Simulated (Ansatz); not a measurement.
Geometry optimisation, Ansatz, RKS revPBE-D4/6-31G*.

The input (input.yaml):

```yaml
crystal:
  periodic: [false, false, false]
  atoms:
    - { symbol: B, position_ang: [0.0, 0.0, 0.0] }
    - { symbol: O, position_ang: [0.0, 0.0, 1.76] }
    - { symbol: H, position_ang: [-0.9095, -0.2814, 2.0971] }
    - { symbol: C, position_ang: [1.3856, 0.0, -0.8] }
    - { symbol: H, position_ang: [1.7152, -1.0462, -0.9702] }
    - { symbol: H, position_ang: [1.2491, 0.508, -1.7774] }
    - { symbol: H, position_ang: [2.1552, 0.5381, -0.2082] }
    - { symbol: F, position_ang: [-1.1431, 0.0, -0.66] }
    - { symbol: H, position_ang: [0.0668, 1.4124, 0.4698] }
    - { symbol: H, position_ang: [0.0544, 1.1498, 1.3187] }
basis:
  gaussian: { orbitals: "6-31G*" }
hamiltonian:
  xc: revpbe
  dispersion: d4
relax:
  f_tol: 0.15
  max_steps: 25
  restrain:
    - { distance: [0, 8], at: 1.19, k: 30.0 }
    - { distance: [9, 1], at: 1.01, k: 30.0 }
    - { distance: [0, 1], at: 2.61, k: 30.0 }
    - { distance: [9, 8], at: 1.86, k: 30.0 }
```

Run as:

```bash
$ ansatz run input.yaml --threads 1 --pin off --max-ram 2048MiB --backend cpu --events-out ev --progress --plain --runs-dir out
```

Problem. Where does it end, and by what steps?

Solution. The run converged. The restraints hold the end off the free minimum. After 8 steps the energy has fallen by 1.861 eV (the restraints' own energy left out); B1 moved furthest, 0.63 Å.

| step | energy less start (eV) | largest force component (eV/Å) | accepted |
| --- | --- | --- | --- |
| 0 | 0.0000 | 3.292 | yes |
| 1 | -0.4083 | 4.149 | yes |
| 2 | -1.1178 | 3.410 | yes |
| 3 | -1.5297 | 1.026 | yes |
| 4 | -1.7577 | 0.901 | yes |
| 5 | -1.8182 | 0.839 | yes |
| 6 | -1.8369 | 0.834 | yes |
| 7 | -1.8474 | 0.503 | yes |
| 8 | -1.8611 | 0.525 | yes |

```xyz
10
Properties=species:S:1:pos:R:3
B -0.005 0.486 -0.401
O 0.088 0.065 2.167
H -0.801 -0.348 2.186
C 1.409 0.014 -0.892
H 1.467 -1.075 -1.056
H 1.635 0.511 -1.858
H 2.207 0.320 -0.193
F -1.108 -0.248 -0.650
H -0.206 1.571 0.077
H -0.114 0.984 1.848
```

Time of the run: 26 s on 1 thread of Arm Neoverse V1 (shared host), peak memory 0.15 GiB.
